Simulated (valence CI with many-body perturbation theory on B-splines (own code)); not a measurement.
## C+: what each term of the Hamiltonian does

Calculated by relativistic CI+MBPT: three valence electrons over a frozen Dirac-Fock core [He], radial functions for each j: 11 s, 11 p, 9 d, 7 f, 5 g, 2 h, 1 i, with the one-electron correlation potential Σ1 (screened to all orders), the two-electron term Σ2, the three-electron term Σ3, Breit, model QED; selected single and double excitations, second order for the rest (own B-spline code, finite nucleus).

Set against measurement, 29 paired levels are off by 41 cm⁻¹ on average, the worst by 104. These come from a selection out of the NIST Handbook of Basic Atomic Spectroscopic Data. Levels without a partner in it may be off by more.

Each rung adds one term. CI alone is the Dirac-Coulomb CI over the frozen core; QED comes last and gives the full result, which names the levels. Energies are above 2s2.2p 2P°_1/2 on the same rung, in eV.

| Level | CI alone | Σ1 | Σ2 | Σ3 | Breit | QED | Full |
| --- | --- | --- | --- | --- | --- | --- | --- |
| 2s2.2p 2P°_3/2 | 0.009 | +0.0003 | 0.0000 | 0.0000 | -0.0018 | 0.0000 | 0.008 |
| 2s.2p2 4P_1/2 | 5.372 | -0.0478 | +0.0019 | +0.0023 | -0.0002 | -0.0011 | 5.327 |
| 2s.2p2 4P_3/2 | 5.375 | -0.0477 | +0.0019 | +0.0023 | -0.0007 | -0.0011 | 5.330 |
| 2s.2p2 4P_5/2 | 5.381 | -0.0476 | +0.0019 | +0.0022 | -0.0027 | -0.0010 | 5.333 |
| 2s.2p2 2D_5/2 | 9.356 | -0.0319 | -0.0202 | -0.0051 | -0.0023 | -0.0010 | 9.295 |
| 2s.2p2 2D_3/2 | 9.356 | -0.0319 | -0.0202 | -0.0051 | -0.0017 | -0.0010 | 9.296 |
| 2s.2p2 2S_1/2 | 12.011 | -0.0172 | -0.0066 | -0.0105 | -0.0014 | -0.0009 | 11.974 |
| 2s.2p2 2P_1/2 | 13.870 | -0.0295 | -0.1018 | -0.0081 | -0.0008 | -0.0012 | 13.729 |
| 2s.2p2 2P_3/2 | 13.876 | -0.0293 | -0.1018 | -0.0081 | -0.0024 | -0.0011 | 13.733 |
| 2s2.3s 2S_1/2 | 14.396 | +0.0923 | -0.0338 | -0.0057 | -0.0020 | +0.0005 | 14.447 |
| 2s2.3p 2P°_1/2 | 16.265 | +0.0919 | -0.0230 | -0.0053 | -0.0021 | +0.0004 | 16.327 |
| 2s2.3p 2P°_3/2 | 16.267 | +0.0919 | -0.0230 | -0.0053 | -0.0024 | +0.0004 | 16.328 |
| 2p3 4S°_3/2 | 17.809 | -0.0874 | -0.0981 | -0.0053 | -0.0022 | -0.0023 | 17.613 |
| 2s2.3d 2D_3/2 | 17.968 | +0.1076 | -0.0266 | -0.0053 | -0.0025 | +0.0004 | 18.042 |
| 2s2.3d 2D_5/2 | 17.969 | +0.1076 | -0.0266 | -0.0053 | -0.0026 | +0.0004 | 18.042 |
| 2p3 2D°_5/2 | 18.797 | -0.0661 | -0.0606 | -0.0050 | -0.0031 | -0.0022 | 18.660 |
| 2p3 2D°_3/2 | 18.797 | -0.0661 | -0.0606 | -0.0050 | -0.0020 | -0.0022 | 18.661 |
| 2s2.4s 2S_1/2 | 19.417 | +0.1060 | -0.0273 | -0.0053 | -0.0024 | +0.0005 | 19.488 |
| 2s2.4p 2P°_1/2 | 20.080 | +0.0969 | -0.0261 | -0.0053 | -0.0023 | +0.0003 | 20.144 |

The middle columns are the shifts that each term adds.

Problem. How does the ionisation energy move along the ladder, and which term matters most?

Solution. CI alone 24.302, + Σ1 24.411, + Σ2 24.385, + Σ3 24.380, + Breit 24.377, + QED 24.378 eV. The largest step is Σ1, 0.109 eV. NIST lists 24.3831 eV (measured).
